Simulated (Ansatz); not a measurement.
Input for Ansatz (a quantum-chemistry and plane-wave program): R-B3LYP/def2-TZVPPD on C3H4O (a complex), monomers drawn apart or pushed together. Files ending in .json are basis or fitting sets from the Basis Set Exchange.

Ansatz 0.2 input:
```yaml
crystal:
  periodic: [false, false, false]
  atoms:
    - {symbol: C, position_ang: [0.44855402, 0.04749817, -0.63770742]}
    - {symbol: C, position_ang: [-0.22974511, -0.02318858, 0.34725695]}
    - {symbol: H, position_ang: [1.04223418, 0.10927091, -1.51685729]}
    - {symbol: H, position_ang: [-0.81984812, -0.08466592, 1.23547585]}
    - {symbol: C, position_ang: [0.14220147, 0.04365609, 5.51114484]}
    - {symbol: O, position_ang: [-1.02479359, -0.08875927, 5.25763363]}
    - {symbol: H, position_ang: [0.90557199, 0.12610968, 4.71536335]}
    - {symbol: H, position_ang: [0.50770577, 0.08936728, 6.55348326]}
basis:
  gaussian:
    orbitals: def2-TZVPPD.json
hamiltonian:
  xc: {name: B3LYP}
scf: {lower_state_search: off}
```

The log:

```
WARN ansatz: RAYON_NUM_THREADS=1 ignored (pool sized by the plan → 1); use --threads N
Functional definition: B3LYP
these checks for a lower state are left out or cut short: stability, starts, cluster_reference, orbital_swaps, neighbouring_geometries, increment
integrals: 0.08 GiB planned
942 factors; their error is unknown
mean field: 0.84 GiB planned
mean field evaluation 1: about -5214.3769 eV, gradient 6.2e1 eV
mean field evaluation 2: about -5204.7175 eV, gradient 9.3e1 eV
mean field evaluation 4: about -5222.4502 eV, gradient 3.7e0 eV
mean field evaluation 8: about -5222.4730 eV, gradient 5.6e-1 eV
mean field evaluation 16: about -5222.4734 eV, gradient 3.5e-6 eV
mean field -5222.47337178 eV, -191.9223564935 hartree, gradient 5.8e-6 eV, S^2 0.000000; 0 other end points of the search recorded, 0 dependent functions left out
reference -5222.47369078 eV, -191.9223682164 hartree; 15, 15 occupied and 204, 204 virtual orbitals, 942 factors
Total energy: -5222.47369078 eV, -191.9223682164 hartree
Checks for a lower state left out: stability, starts, cluster_reference, orbital_swaps, neighbouring_geometries, increment
```

Self-consistency was reached.

Cost: roughly 2.6 core-seconds.
